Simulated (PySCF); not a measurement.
Compound: C₆H₈OP₂.
Numbering: `[CH3:1][O:2][c:3]1[p:4][cH:5][cH:6][c:7]([CH3:8])[p:9]1`

Cartesian coordinates in Å at the PBE0-D3(BJ)/def2-SVP level; atoms count from 1:
```xyz
17
C6H8OP2 angstrom
C      3.3478    0.2140   -0.9366
O      2.2478    0.9377   -0.4465
C      1.1257    0.2803   -0.0994
P      1.0574   -1.4714   -0.2397
C     -0.5546   -1.8217    0.3099
C     -1.5534   -0.9710    0.7493
C     -1.4708    0.4241    0.8545
C     -2.6816    1.1665    1.3576
P     -0.1025    1.4193    0.4596
H      3.7224   -0.5033   -0.1849
H      3.0828   -0.3476   -1.8501
H      4.1284    0.9492   -1.1681
H     -0.7906   -2.8920    0.2950
H     -2.5039   -1.4316    1.0476
H     -2.9867    0.7941    2.3488
H     -2.4958    2.2469    1.4436
H     -3.5370    1.0249    0.6767
```

NICS is the negative of the GIAO shielding at a point without a nucleus: at the ring centre (0) and 1 Å above and below it (1); zz is the component along the ring normal. Level: GIAO PBE0/pcSseg-1 (PySCF, non-relativistic, gas phase) on the PBE0-D3(BJ)/def2-SVP geometry, one conformer.

Ring bond lengths (Å), with Mayer bond orders in brackets: C3–P4 1.759 (1.23), P4–C5 1.739 (1.30), C5–C6 1.384 (1.51), C6–C7 1.402 (1.33), C7–P9 1.737 (1.33), P9–C3 1.766 (1.19).

Task: What do the NICS probes read (ppm)?

Result: 
| ring | type | NICS(0) | NICS(1), two faces | NICS(1)zz, two faces | rms pucker (Å) | centre to ring atoms, mean (Å) |
| --- | --- | --- | --- | --- | --- | --- |
| C3–P4–C5–C6–C7–P9 | 6-membered ring with 2 P; formal bonds all aromatic | -7.6 | -9.8 / -9.8 | -22.8 / -22.8 | 0.00 | 1.62 |

Task: What can be read from them?

Result: 
- C3–P4–C5–C6–C7–P9: mean NICS(1)zz -22.8 ppm, shielded.

Task: How equal are the bonds by HOMA? Use HOMA with the parameters of Krygowski (1993).

Result: 
- C3–P4–C5–C6–C7–P9: HOMA 0.76; the largest term is that of P9–C3, α(R − Ropt)² = 0.55.

Task: How shielded are the nuclei of the rings and their hydrogens (means over atoms taken as equivalent)?

Result: 
```csv
atoms,environment,σ isotropic (ppm)
C3,aromatic carbon bearing oxygen,-59.1
P4,phosphorus bonded to 2 C,161.7
C5,aromatic CH carbon,25.9
C6,aromatic CH carbon,48.5
C7,substituted aromatic carbon,2.3
P9,phosphorus bonded to 2 C,110.4
H13,aromatic hydrogen,22.50
H14,aromatic hydrogen,23.37
```

Task: How do the values depend on the level or the medium?

Result: 
```
                                 level  NICS(0), C3–P4–C5–C6–C7–P9  mean NICS(1)zz, C3–P4–C5–C6–C7–P9
                    PBE0/pcSseg-1, gas                        -7.6                              -22.8
                 wB97X-D/pcSseg-1, gas                        -7.4                              -22.9
PBE0/pcSseg-1, IEF-PCM dichloromethane                        -7.4                              -22.6
PBE0/pcSseg-1, IEF-PCM tetrahydrofuran                        -7.4                              -22.6
```

The geometry is the same throughout; the continuum's cavity takes Bondi-type radii × 1.2.

On one thread, Arm Neoverse V2 (aarch64), shared host with 96 logical CPUs at a one-minute load of 10, this took 32 s of wall time and 0.98 GiB of memory at its peak. This is the whole shielding run at PBE0/pcSseg-1, SCF included.
